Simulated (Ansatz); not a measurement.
C5H10BO2 (SMILES C[C]1OBOC1(C)C), doublet, geometry from GFN2-xTB; Ansatz (a first-principles code) with REVPBE/STO-3G.

The Ansatz input:
Ansatz 0.2 input:
```yaml
crystal:
  periodic: [false, false, false]
  atoms:
    - {symbol: C, position_ang: [1.38783337, -1.67713362, -0.49869636]}
    - {symbol: C, position_ang: [0.79873560, -0.41684391, 0.00159427]}
    - {symbol: O, position_ang: [1.56256697, 0.70592981, 0.12310994]}
    - {symbol: B, position_ang: [0.71090051, 1.76643767, 0.29491471]}
    - {symbol: O, position_ang: [-0.59015660, 1.38139942, 0.26214498]}
    - {symbol: C, position_ang: [-0.65228721, -0.03006612, 0.05195812]}
    - {symbol: C, position_ang: [-1.39560536, -0.31547624, -1.26577292]}
    - {symbol: C, position_ang: [-1.40075495, -0.68264337, 1.22658614]}
    - {symbol: H, position_ang: [2.42266284, -1.74844629, -0.17117652]}
    - {symbol: H, position_ang: [1.38034292, -1.73094878, -1.59463291]}
    - {symbol: H, position_ang: [0.82869591, -2.53095126, -0.11943654]}
    - {symbol: H, position_ang: [1.06725639, 2.85930756, 0.44861849]}
    - {symbol: H, position_ang: [-2.40410858, 0.08499364, -1.20716015]}
    - {symbol: H, position_ang: [-0.87726423, 0.16310918, -2.09326871]}
    - {symbol: H, position_ang: [-1.44018145, -1.38639621, -1.44029850]}
    - {symbol: H, position_ang: [-0.89157880, -0.45513150, 2.15976303]}
    - {symbol: H, position_ang: [-2.41410674, -0.29358893, 1.27639362]}
    - {symbol: H, position_ang: [-1.43303248, -1.75979002, 1.09056981]}
basis:
  gaussian:
    orbitals: STO-3G
hamiltonian:
  xc: revpbe
magnetization: {spin_polarized: true, initial_magnetization: 1}
```

It wrote (shortened):

```
Functional definition: revPBE
720 factors; integrals over basis functions are off by at most 4.2e-5 eV
mean field evaluation 1: about -9988.5628 eV, gradient 1.1e1 eV
mean field evaluation 2: about -9988.0246 eV, gradient 1.5e1 eV
mean field evaluation 4: about -9989.2543 eV, gradient 1.6e0 eV
mean field evaluation 8: about -9989.0588 eV, gradient 1.7e-1 eV
mean field evaluation 16: about -9989.0589 eV, gradient 1.9e-5 eV
mean field -9989.05893784 eV, -367.0911451383 hartree, gradient 2.0e-5 eV, S^2 0.752397; 0 other end points of the search recorded, 0 dependent functions left out
reference -9989.05897383 eV, -367.0911464610 hartree; 31, 30 occupied and 19, 20 virtual orbitals, 720 factors
Total energy: -9989.05897383 eV, -367.0911464610 hartree
```
